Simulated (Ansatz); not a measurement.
Steps of a relaxation of `OB1CC1` with RKS PBE0-D4/def2-TZVP.

```sh
$ ansatz run in.yaml --threads 2 --pin off --events-out ev --progress --plain --max-ram 4352MiB
```

```yaml
crystal:
  periodic: [false, false, false]
  atoms:
    - {symbol: O, position_ang: [-1.157273, 0.851492, -1.452508]}
    - {symbol: B, position_ang: [-0.419648, 0.256606, -0.491175]}
    - {symbol: C, position_ang: [0.849599, 0.181046, 0.373892]}
    - {symbol: C, position_ang: [-0.313763, -0.882859, 0.523653]}
    - {symbol: H, position_ang: [-0.707389, 1.636316, -1.820131]}
    - {symbol: H, position_ang: [1.805828, -0.184183, -0.042375]}
    - {symbol: H, position_ang: [1.005243, 0.869244, 1.224296]}
    - {symbol: H, position_ang: [-0.086572, -1.914224, 0.199802]}
    - {symbol: H, position_ang: [-0.887525, -0.859738, 1.467346]}
basis:
  gaussian: {orbitals: def2-TZVP}
hamiltonian: {xc: pbe0, dispersion: d4}
relax: {f_tol: 0.005, max_steps: 150}
```

Positions (Å) and forces (eV/Å) along the path, 6 of 6 steps:

```xyz
9
step=1 energy=-4875.0975 eV
O    -1.157    0.851   -1.453    0.610    0.404    0.052
B    -0.420    0.257   -0.491    0.082   -0.155    0.181
C     0.850    0.181    0.374    0.159    0.095    0.022
C    -0.314   -0.883    0.524   -0.091   -0.144    0.063
H    -0.707    1.636   -1.820   -0.349   -0.560    0.243
H     1.806   -0.184   -0.042   -0.533    0.166    0.219
H     1.005    0.869    1.224   -0.114   -0.386   -0.445
H    -0.087   -1.914    0.200   -0.093    0.568    0.168
H    -0.888   -0.860    1.467    0.329    0.012   -0.502
9
step=2 energy=-4875.1310 eV
O    -1.150    0.850   -1.446    0.234    0.111    0.055
B    -0.417    0.256   -0.488    0.029   -0.103    0.103
C     0.845    0.181    0.371    0.019    0.026   -0.009
C    -0.314   -0.878    0.520   -0.016   -0.013    0.001
H    -0.706    1.626   -1.811   -0.120   -0.146    0.046
H     1.788   -0.187   -0.037   -0.156    0.053    0.051
H     0.996    0.855    1.216   -0.039   -0.101   -0.134
H    -0.081   -1.896    0.203   -0.034    0.165    0.037
H    -0.874   -0.854    1.456    0.084    0.009   -0.150
9
step=3 energy=-4875.1348 eV
O    -1.143    0.847   -1.440    0.036    0.007    0.018
B    -0.414    0.252   -0.484   -0.024   -0.020    0.002
C     0.844    0.181    0.370   -0.006    0.004   -0.008
C    -0.313   -0.877    0.520    0.002    0.008   -0.005
H    -0.704    1.621   -1.806   -0.019    0.014   -0.024
H     1.782   -0.184   -0.039    0.008   -0.011   -0.004
H     0.993    0.854    1.210   -0.004    0.003    0.014
H    -0.083   -1.890    0.201    0.009   -0.009   -0.005
H    -0.872   -0.851    1.450   -0.002    0.005    0.013
9
step=4 energy=-4875.1349 eV
O    -1.143    0.848   -1.440    0.028    0.005    0.013
B    -0.414    0.253   -0.484   -0.017   -0.009   -0.003
C     0.843    0.181    0.370    0.005    0.003    0.001
C    -0.313   -0.877    0.520    0.000   -0.004    0.003
H    -0.705    1.622   -1.808   -0.015    0.006   -0.014
H     1.781   -0.186   -0.038    0.003   -0.001   -0.003
H     0.992    0.853    1.211    0.000    0.003    0.002
H    -0.082   -1.890    0.202    0.000   -0.003   -0.002
H    -0.871   -0.851    1.451   -0.003    0.001    0.003
9
step=5 energy=-4875.1349 eV
O    -1.141    0.848   -1.440   -0.010    0.009   -0.013
B    -0.414    0.253   -0.484    0.013   -0.011    0.018
C     0.844    0.181    0.371   -0.005   -0.002   -0.003
C    -0.313   -0.877    0.520    0.001    0.006   -0.004
H    -0.709    1.623   -1.810   -0.001   -0.002    0.000
H     1.782   -0.186   -0.038    0.001    0.000    0.000
H     0.992    0.853    1.212    0.001    0.000    0.001
H    -0.082   -1.890    0.201    0.001    0.000    0.001
H    -0.872   -0.851    1.451   -0.001   -0.001    0.000
9
step=6 energy=-4875.1349 eV
O    -1.141    0.849   -1.439    0.000   -0.001    0.001
B    -0.414    0.253   -0.484    0.001    0.001   -0.001
C     0.844    0.181    0.371   -0.002    0.000    0.001
C    -0.313   -0.877    0.520    0.001    0.000   -0.001
H    -0.709    1.623   -1.811    0.000    0.000    0.000
H     1.782   -0.186   -0.038    0.000    0.000    0.000
H     0.992    0.853    1.212    0.000    0.000    0.000
H    -0.082   -1.890    0.201   -0.001    0.000    0.000
H    -0.872   -0.851    1.451    0.001    0.000    0.000
```

Run time 7 s (2 threads of an AMD EPYC 9B45 on a shared host); peak host memory 0.28 GiB.
